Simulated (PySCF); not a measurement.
## `O=c1c(O)c1C=S`, C4H2O2S

Cartesian coordinates in Å; atom numbers follow the order of the lines, from 1:
```xyz
9

O    -2.279    0.489    1.065
C    -1.273    0.234    0.467
C    -0.578   -0.175   -0.735
O    -0.467   -0.546   -1.983
C     0.158    0.100    0.375
C     1.468    0.178    0.967
S     2.846   -0.165    0.181
H    -1.346   -0.599   -2.382
H     1.479    0.493    2.021
```

Method used: quadratic response CAM-B3LYP/def2-TZVPD first hyperpolarisability, Taylor convention, gas phase in PySCF 2.14.0. Geometry: PBE0-D3(BJ)/def2-SVP.

Give the tensor of the second harmonic β(−2ω;ω,ω) at 1907 nm in the axes of these coordinates.

In au, Taylor convention; rows are the first index (the induced dipole):
|  | xx | yy | zz | xy | xz | yz |
| --- | --- | --- | --- | --- | --- | --- |
| x | -970.8 | -77.8 | -97.2 | -8.2 | -236.2 | +13.8 |
| y | -7.4 | +17.9 | +6.1 | -74.4 | +13.8 | -1.2 |
| z | -234.8 | -1.1 | -6.0 | +13.8 | -93.6 | +5.8 |

Norm of βᵢ = ⅓ Σⱼ (βᵢⱼⱼ + βⱼᵢⱼ + βⱼⱼᵢ): 1166.8 au, hyper-Rayleigh value 462.7 au.
